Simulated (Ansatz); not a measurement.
Geometry optimisation, RKS B3LYP/6-31G* (Ansatz).

input.yaml

```yaml
crystal:
  periodic: [false, false, false]
  atoms:
    - { symbol: C, position_ang: [-1.4451, 0.2496, 1.3812] }
    - { symbol: "N", position_ang: [-0.692, 0.6091, 0.1924] }
    - { symbol: C, position_ang: [0.2038, -0.2531, -0.0638] }
    - { symbol: F, position_ang: [0.4593, -1.3122, 0.7432] }
    - { symbol: Si, position_ang: [1.3926, -0.0614, -1.5242] }
    - { symbol: H, position_ang: [-2.0186, -0.6433, 1.247] }
    - { symbol: H, position_ang: [-0.8542, 0.2682, 2.2807] }
    - { symbol: H, position_ang: [-2.2112, 1.0911, 1.4979] }
    - { symbol: H, position_ang: [2.2006, 1.2148, -1.3869] }
    - { symbol: H, position_ang: [0.6706, -0.0443, -2.7875] }
    - { symbol: H, position_ang: [2.3598, -1.1755, -1.5593] }
basis:
  gaussian: { orbitals: "6-31G*" }
hamiltonian:
  xc: b3lyp
relax:
  f_tol: 0.015
  max_steps: 40
```

Command:

```bash
$ ansatz run input.yaml --threads 1 --pin off --max-ram 2048MiB --backend cpu --events-out ev --progress --plain --runs-dir out
```

Task: Where does it end, and by what steps?

Result: The forces met the threshold. The force dipped under the threshold on the way, but the program's further checks kept it going. After 24 steps the energy has fallen by 0.300 eV; F4 moved furthest, 1.15 Å.

| step | energy less start (eV) | largest force component (eV/Å) | accepted |
| --- | --- | --- | --- |
| 0 | 0.0000 | 3.198 | yes |
| 1 | -0.1875 | 0.856 | yes |
| 2 | -0.2252 | 0.547 | yes |
| 3 | -0.2384 | 0.325 | yes |
| 4 | -0.2419 | 0.072 | yes |
| 5 | -0.2421 | 0.080 | yes |
| 6 | -0.2426 | 0.036 | yes |
| 7 | -0.2428 | 0.025 | yes |
| 8 | -0.2428 | 0.021 | yes |
| 9 | -0.2430 | 0.019 | yes |
| 10 | -0.2432 | 0.034 | yes |
| 11 | -0.2432 | 0.203 | yes |
| 12 | -0.2449 | 0.128 | yes |
| 13 | -0.2553 | 0.123 | yes |
| 14 | -0.2599 | 0.381 | yes |
| 15 | -0.2595 | 0.635 | no |
| 16 | -0.2705 | 0.142 | yes |
| 17 | -0.2782 | 0.093 | yes |
| 18 | -0.2867 | 0.237 | yes |
| 19 | -0.2900 | 0.634 | yes |
| 20 | -0.2962 | 0.150 | yes |
| 21 | -0.2997 | 0.014 | yes |
| 22 | -0.2999 | 0.016 | yes |
| 23 | -0.2998 | 0.051 | no |
| 24 | -0.3000 | 0.015 | yes |

```xyz
11
Properties=species:S:1:pos:R:3
C -1.595 0.142 1.327
N -0.864 0.183 0.067
C 0.359 -0.089 0.009
F 1.098 -0.442 1.126
Si 1.418 -0.069 -1.564
H -2.416 -0.575 1.225
H -0.984 -0.127 2.195
H -2.048 1.126 1.493
H 2.522 0.907 -1.380
H 0.573 0.308 -2.719
H 2.001 -1.421 -1.758
```

Whether the end is a true minimum wasn't checked by a vibrational analysis.

The run took 3.3 min on 1 thread of AMD EPYC (Zen 3), on a shared host, peak memory 0.2 GiB.
